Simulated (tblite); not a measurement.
A tight-binding relaxation on `C/C=C\PC(C)(C)C`.

Computed with GFN2-xTB geometry optimisation, gas phase (tblite 0.8.0). Start geometry: from a force field or distance geometry. A driver script takes a list of jobs; this job's settings line and coordinates (Å) are shown.

Command:
```bash
OMP_NUM_THREADS=1 python probes_run.py task.json out
```

Input:
```
{"job": {"kind": "relax", "xc": "GFN2-xTB", "basis": "xTB"}, "charge": 0, "multiplicity": 1}
C      3.283600     0.573000    -0.156400
C      2.750800    -0.794000    -0.434200
C      1.488000    -1.042200    -0.729200
P      0.260900     0.295300    -0.859900
C     -1.267300     0.062400     0.145900
C     -1.213200    -1.017200     1.170300
C     -2.392200    -0.340200    -0.822900
C     -1.643600     1.418000     0.703200
H      2.799800     1.360300    -0.733300
H      3.219100     0.791200     0.935100
H      4.365100     0.635700    -0.436200
H      3.443900    -1.640800    -0.364900
H      1.219100    -2.081000    -0.895900
H      0.781000     1.620000    -0.895800
H     -1.161400    -2.038000     0.730500
H     -2.217100    -1.001200     1.694300
H     -0.472700    -0.854400     1.974700
H     -2.485300     0.390800    -1.647400
H     -3.325700    -0.374700    -0.216700
H     -2.149300    -1.311700    -1.284600
H     -2.587300     1.416500     1.277400
H     -0.843300     1.881700     1.310500
H     -1.857700     2.077500    -0.181500
```

Output:
```
step      E/eV     max force
  0    -681.99841    3.284
  1    -682.35553    2.887
  2    -682.76249    1.772
  3    -682.94253    1.464
  4    -683.07253    0.953
  5    -683.13256    0.751
  6    -683.18284    0.679
  7    -683.23026    0.612
  8    -683.26616    0.538
  9    -683.29357    0.457
... (163 lines left out)
173    -683.64490    0.013
174    -683.64495    0.013
175    -683.64499    0.012
176    -683.64502    0.011
177    -683.64504    0.012
178    -683.64508    0.010
179    -683.64511    0.013
180    -683.64515    0.013
181    -683.64518    0.011
182    -683.64519    0.008
```

«max force» is the largest atomic force in eV/Å.

Question: From which step on does the largest force stay under 0.1 eV/Å, and how much energy is left to gain from there?

Answer: From step 97 (0.081 eV/Å), 15.4 meV above the end.

Summary of the converged run: energy lowered by 38.0 kcal/mol over 182 steps; largest atomic force 0.008 eV/Å at the end.

Question: Give the final coordinates.

Answer: 0.648 Å rms from the input after alignment:
```
atom  x, y, z in Å
C1     3.5042    0.2724   -0.3137
C2     2.5606   -0.8368   -0.6290
C3     1.2423   -0.7179   -0.7364
P4     0.3079    0.8362   -0.6217
C5    -1.3112    0.2159    0.1348
C6    -1.0710   -0.6691    1.3551
C7    -2.1034   -0.5385   -0.9315
C8    -2.0868    1.4682    0.5490
H9     2.9956    1.2338   -0.3478
H10    3.9376    0.1324    0.6776
H11    4.3225    0.2817   -1.0325
H12    3.0188   -1.8106   -0.7618
H13    0.6538   -1.5811   -1.0255
H14    0.8341    1.2449    0.6118
H15   -0.5086   -1.5629    1.0930
H16   -2.0247   -0.9791    1.7819
H17   -0.5144   -0.1276    2.1187
H18   -2.2447    0.0876   -1.8116
H19   -3.0835   -0.8183   -0.5469
H20   -1.5901   -1.4481   -1.2380
H21   -3.0527    1.1949    0.9721
H22   -1.5336    2.0353    1.2966
H23   -2.2572    2.1137   -0.3113
```
Labels such as C1 count atoms from 1, the log's own numbers from 0.
